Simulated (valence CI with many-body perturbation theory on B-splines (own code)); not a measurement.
## From CI to CI+MBPT in Ho45+

Computed by valence CI with perturbative core correlation (CI+MBPT): four valence electrons over a frozen Dirac-Fock core [Ar], radial functions for each j: 9 s, 9 p, 10 d, 8 f, 5 g, 3 h, 1 i, with the one-electron correlation potential Σ1, the two-electron term Σ2, the three-electron term Σ3, Breit, model QED; selected CI, second order for the rest (own B-spline code, finite nucleus).

The last digits are not significant, and no measured levels were compared; by estimate large intervals hold to a few tenths of a per cent, small ones and those within an open d or f shell to about a per cent. The list stops below the first excitations out of the core. Only levels of the ground parity were solved; by the run's estimate the other parity begins above the list, which can be wrong where configurations are misplaced.

Each rung adds one term. CI alone is the Dirac-Coulomb CI over the frozen core; QED comes last and gives the full result, which names the levels. Energies are above (3d3/2^4) J=0 on the same rung, in cm⁻¹.

Levels are named by their leading jj configuration (3d3/2^4 stands for four electrons in 3d with j = 3/2), which in mixed levels can hold well under half, so a name can repeat and another be missing. Letters in brackets count levels of one name in rising energy.

```tsv
Level	CI alone	Σ1	Σ2	Σ3	Breit	QED	Full
(3d3/2^3 3d5/2) J=1	304643	+1610	+3704	+1160	-9693	+1007	302431
(3d3/2^3 3d5/2) J=4	401787	+1669	+3859	-249	-18923	+1012	389155
(3d3/2^3 3d5/2) J=2	409455	+1802	+1744	+1207	-14269	+1098	401037
(3d3/2^3 3d5/2) J=3	437873	+1780	+1604	+459	-14946	+1074	427844
(3d3/2^2 3d5/2^2) J=0 [a]	675244	+3230	+4816	-90	-17561	+1995	667634
(3d3/2^2 3d5/2^2) J=2 [a]	687945	+3130	+4040	+1837	-19299	+1926	679578
(3d3/2^2 3d5/2^2) J=4 [a]	701639	+3276	+7195	+919	-26956	+2020	688093
(3d3/2^2 3d5/2^2) J=3 [a]	714231	+3263	+5019	+988	-22943	+2003	702560
(3d3/2^2 3d5/2^2) J=5	749823	+3279	+7364	+570	-31260	+2001	731778
(3d3/2^2 3d5/2^2) J=6	775943	+3304	+8780	+192	-37441	+2009	752788
(3d3/2^2 3d5/2^2) J=1	774147	+3351	+1671	+1348	-21299	+2039	761257
(3d3/2^2 3d5/2^2) J=4 [b]	811626	+3346	+3864	-564	-30026	+2023	790270
(3d3/2^2 3d5/2^2) J=3 [b]	809370	+3281	+1136	+590	-25372	+1981	790986
(3d3/2^2 3d5/2^2) J=2 [b]	820839	+3352	+252	+1401	-25257	+2025	802613
(3d3/2^2 3d5/2^2) J=2 [c]	905134	+3420	-265	+979	-21014	+2037	890291
(3d3/2^2 3d5/2^2) J=4 [c]	945046	+3517	+9	+1405	-26258	+2094	925813
(3d3/2^2 3d5/2^2) J=2 [d]	1029230	+3583	-4415	+1280	-21520	+2106	1010260
(3d3/2 3d5/2^3) J=4 [a]	1079670	+4782	+7521	+284	-33622	+2933	1061570
(3d3/2 3d5/2^3) J=3 [a]	1084410	+4853	+6392	+611	-30875	+2978	1068370
(3d3/2^2 3d5/2^2) J=0 [b]	1114910	+3989	-3752	+1378	-21215	+2376	1097680
(3d3/2 3d5/2^3) J=1 [a]	1120790	+4866	+3556	+81	-27820	+2974	1104440
(3d3/2 3d5/2^3) J=5	1132580	+4939	+8049	+369	-40679	+3020	1108280
(3d3/2 3d5/2^3) J=6	1140590	+4936	+10727	+311	-45074	+3012	1114500
(3d3/2 3d5/2^3) J=2 [a]	1189020	+4930	+2057	+1647	-31857	+2988	1168790
(3d3/2 3d5/2^3) J=3 [b]	1207480	+4948	+2193	+264	-34803	+2996	1183070
(3d3/2 3d5/2^3) J=0	1282510	+4751	-4908	-3041	-27937	+2807	1254180
(3d3/2 3d5/2^3) J=3 [c]	1309760	+5044	-34	+1064	-31850	+3019	1287000
(3d3/2 3d5/2^3) J=1 [b]	1310370	+5020	-2535	+1707	-26571	+3003	1290990
(3d3/2 3d5/2^3) J=4 [b]	1319880	+5023	+1378	+827	-35175	+3000	1294930
(3d3/2 3d5/2^3) J=2 [b]	1349970	+5035	-3565	+1295	-30892	+2998	1324840
(3d5/2^4) J=4	1513530	+6539	+7978	-295	-42848	+3997	1488900
```

The middle columns are the shifts that each term adds.

Problem. How does the ionisation energy move along the ladder, and which term matters most?

Solution. CI alone 3752.7, + Σ1 3755.3, + Σ2 3763.9, + Σ3 3764.0, + Breit 3760.8, + QED 3760.9 eV. The largest step is Σ2, 8.6 eV. NIST lists 3760 ± 4 eV (theoretical).
